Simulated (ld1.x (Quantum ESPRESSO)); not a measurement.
**Transferability test, TM potential for C**

```
Element                 : carbon
Generator               : ld1.x (Quantum ESPRESSO) 7.5
Type                    : norm-conserving Troullier–Martins (Kleinman–Bylander form)
Functional              : Wu–Cohen
Relativity              : scalar-relativistic
Frozen core             : [He]
Valence charge          : 4
Reference configuration : 2s2 2p2
Partial waves           : 2p (bound): rc 2.75 bohr; 3d channel at -0.1 Ry: rc 2.75 bohr; 2s (bound): rc 1.15 bohr
Local potential         : the s channel
Core correction         : Bessel-smoothed model core inside 0.95 bohr
```

Energies are relative to the spin-unpolarised reference configuration 2s2 2p2; without spin polarisation the order of configurations can differ from experiment.

```
valence configuration  charge  ΔE all-electron (eV)  error AE − PS (meV)
              2s2 2p1      +1                10.816                  +93
              2s2 2p0      +2                34.888                 +792
              2s1 2p0      +3                82.933                +1535
              2s0 2p4       0                16.882                  -99
            2s2 2p1.5    +0.5                 3.942                  +14
```

Question: What are ΔE and the potential's error for 2s1 2p3?

Answer: ΔE = 8.434 eV all-electron; the error (AE − PS) is -26 meV.

Question: What are ΔE and the potential's error for 2s1 2p2?

Answer: ΔE = 19.533 eV all-electron; the error (AE − PS) is -99 meV.
